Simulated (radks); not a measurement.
The numbers below are computed, except where a source is named.
The erbium ion Er25+, 43 electrons, occupied as [Kr] 4d7 (the NIST ground configuration). Code: a radial shooting solver on a logarithmic mesh with Libxc functionals. Model: Dirac Kohn-Sham, LB94 model potential, spin-unpolarised, spherical densities, finite nucleus; open shells fill j = l - 1/2 first; Fermi nuclear charge, rms radius 5.2516 fm.

Spin-orbit splittings of the eigenvalues, e(l+1/2) - e(l-1/2), with zeta = 2 splitting/(2l+1) and mean radii in bohr:

| shell | occ. | splitting (eV) | zeta (eV) | <r> j=l-1/2 | <r> j=l+1/2 |
|---|---|---|---|---|---|
| 2p | 6 | 924.3 | 616.2 | 0.07130 | 0.07859 |
| 3p | 6 | 195.4 | 130.3 | 0.2133 | 0.2266 |
| 3d | 10 | ? | ? | 0.1996 | 0.2037 |
| 4p | 6 | 52.66 | 35.10 | 0.4799 | 0.5035 |
| 4d | 7 | 10.86 | 4.345 | 0.5030 | 0.5100 |
| 5p | 0 | 20.19 | 13.46 | 0.8832 | 0.9142 |

Estimate the 3d splitting.

Answer. 42.84 eV (zeta = 17.14 eV).
